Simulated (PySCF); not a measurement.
## Working out the ionisation energy of P⁺

P⁺ [Ne] 3s2 3p2 (3P) → P²⁺ [Ne] 3s2 3p1 (2P). All numbers are calculated (PySCF 2.14, the spin-free X2C one-electron Hamiltonian (Gaussian nucleus), in aug-cc-pCVTZ-DK with one added diffuse shell each of s, p, d, f type (9s8p6d4f, 91 functions)). Frozen: [Ne]. Energies in hartree (1 hartree = 27.21139 eV):

```json
{"part": "UHF", "P⁺ (lower)": "-341.168024", "P²⁺ (upper)": "-340.464216"}
{"part": "CCSD correlation", "P⁺ (lower)": "-0.083515", "P²⁺ (upper)": "-0.065399"}
{"part": "(T)", "P⁺ (lower)": "-0.002378", "P²⁺ (upper)": "-0.001060"}
```

Question: What does Hartree-Fock give?

Answer: (-340.464216) − (-341.168024) = 0.703808 hartree = 19.152 eV.

Question: What do CCSD and CCSD(T) give?

Answer: The CCSD correlation energies differ by 0.018116 hartree = 0.493 eV and the triples by 0.001318 hartree = 0.036 eV, so CCSD gives 19.645 eV and CCSD(T) 19.681 eV.

A first-order spin-orbit estimate adds -0.007 eV to CCSD(T) (valence), giving 19.674 eV against 19.769 eV (semi-empirical (NIST evaluation); NIST Atomic Spectra Database, ionization energies).

What remains against the reference includes basis incompleteness, the frozen core and higher excitations.
